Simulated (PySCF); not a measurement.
Continuum solvent and chemical shifts

Mapped SMILES: `[CH3:1]/[C:2](=[CH:3]/[CH:4]([F:5])[F:6])[CH2:7][F:8]`. Each H is labelled by its parent atom.

GIAO PBE0/pcSseg-1 in PySCF 2.14.0 with density-fitted response routines on one PBE0-D3(BJ)/def2-SVP conformer, non-relativistic, equivalent nuclei averaged. Solvents enter as an IEF-PCM continuum (tetrahydrofuran with ε = 7.4, methanol with ε = 32.6) around the gas-phase geometry. Shifts are referred to TMS, CFCl3 computed in the same medium.

Gas phase, δ in ppm: C2 145.3, C3 131.1, C4 113.1, C7 87.9, C1 21.0, F5/F6 -126.9, F8 -245.7, H(C4) 6.88, H(C3) 5.70, H(C7) 5.02, H(C1) 1.66. Dipole moment 4.15 D.

Question: How does each δ change in the continuum?

Answer: 
| atoms | environment | Δδ, tetrahydrofuran | Δδ, methanol |
| --- | --- | --- | --- |
| C2 | fully substituted alkene carbon | +7.1 | +8.5 |
| C3 | alkene CH | -3.5 | -4.2 |
| C4 | allylic sp3 CH bonded to 2 F | +1.9 | +2.3 |
| C7 | allylic sp3 CH2 bonded to F | +1.6 | +2.0 |
| C1 | allylic methyl carbon | +0.5 | +0.6 |
| F5/F6 | fluorine of a CF2 group | -1.7 | -1.9 |
| F8 | fluorine on an sp3 carbon | -1.9 | -2.2 |
| H(C4) | hydrogen on an allylic sp3 CH bonded to 2 F | +0.10 | +0.12 |
| H(C3) | hydrogen on an alkene CH | +0.02 | +0.02 |
| H(C7) | hydrogen on an allylic sp3 CH2 bonded to F | +0.25 | +0.30 |
| H(C1) | hydrogen on an allylic methyl carbon | +0.14 | +0.16 |

Changes are relative to the gas phase. The dipole moment becomes 5.03 D in tetrahydrofuran, 5.20 D in methanol.

Question: Which nuclei move most (in ppm), and what does the model miss?

Answer: C2 (fully substituted alkene carbon, +8.5 ppm) in methanol. A continuum only polarises the solute; specific hydrogen bonds, the anisotropy of aromatic solvents and changes of geometry or conformer are outside it.
